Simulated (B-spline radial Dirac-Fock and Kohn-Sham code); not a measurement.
Cl⁶⁺: input and output of one calculation

ΔSCF core binding energies without Breit or QED terms, calculated with a B-spline atomic structure program. Keys: rel is the Hamiltonian (dirac, or spin-free x2c and nr, where L3 and M5 stand for the whole 2p and 3d shells), method is hf or an exchange,correlation pair (spin-unpolarised, also for the hole states), nuc the nuclear model, radius_factor scales its radius, rmax is the box in bohr, h the logarithmic mesh step, order the B-spline order, points the quadrature points per cell, c_factor scales the speed of light, and damp, ndamp, maxit and tol steer the iteration. The run stops when the commutator error falls below 10·tol·max(1, Z/10), or the numerical noise floor, and the energy has settled to about 1e-8 Ha; the virial ratio is −V/T.

Input (task.json):

```json
{"items": [{"Z": 17, "q": 6, "cfg": [[1, 0, 2], [2, 0, 2], [2, 1, 6], [3, 0, 1]], "A": 35, "rrms": 3.3654, "do": "settings", "holes": ["K", "L3", "M5"],
  "settings": [{"rel": "dirac", "method": "hf", "nuc": "fermi", "radius_factor": 1.0, "rmax": 45.0, "h": 0.3, "order": 8, "points": 10, "c_factor": 1.0, "maxit": 60, "damp": 0.5, "ndamp": 3, "tol": 1e-08}]}]}
```

Command: `python xray2_run.py task.json out`

Ground-state iterations:

```
iter   energy (Ha)        error
   1     -444.08587857  1.22e+00
   2     -450.12138565  2.97e-01
   3     -450.33342688  1.23e-01
   4     -450.36913256  5.09e-02
   5     -450.37611316  8.09e-03
   6     -450.37635627  1.21e-04
   7     -450.37635635  1.08e-05
   8     -450.37635635  9.38e-08
```

The ground state converged in 8 iterations, with total energy -450.37636 Ha, virial ratio 1.99357 and highest orbital energy -113.75 eV. ΔSCF binding energies: L3 (2p3/2) 322.0 eV. Holes are computed only in closed shells, and unreliable hole states are left out.
